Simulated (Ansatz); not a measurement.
`O[Si](O)(F)CF` + `F[SiH2][AlH][GeH3]` → `O[Si](O)(F)[SiH2]F` + `F[CH2][AlH][GeH3]`  (redistribution)

Program: Ansatz. Geometries: PBE0-D4/def2-TZVP. ΔE: electronic, gas phase. CBS: MP2 limit from def2 TZ/QZ plus the TZ coupled-cluster correction, frozen cores. DFT in def2-TZVPP. B3LYP here is the variant with VWN-RPA as its local correlation; programs differ in this. For Ge outer-core shells are correlated without core-valence functions, which leaves a few kJ/mol of doubt a bond. Scalar relativity is left out up to krypton. One conformer a species, not always the lowest.

```json
{"level": "B3LYP-D4", "ΔE (kJ/mol)": "18.1"}
{"level": "PBE0", "ΔE (kJ/mol)": "24.0"}
{"level": "B3LYP", "ΔE (kJ/mol)": "19.0"}
{"level": "CCSD/CBS(def2)", "ΔE (kJ/mol)": "23.5"}
```

**Question.** What does CCSD(T)/CBS give? (Best estimate.)

**Answer.** Ansatz gave: +22.6 kJ/mol. The listed levels differ from it by -4.5, 1.4, -3.6, 0.9 kJ/mol.

Largest T1 diagnostic among the species: 0.012.

From PBE to PBE0 (25 % exact exchange), in def2-TZVPP and without D4, ΔE moves by +4.1 kJ/mol.
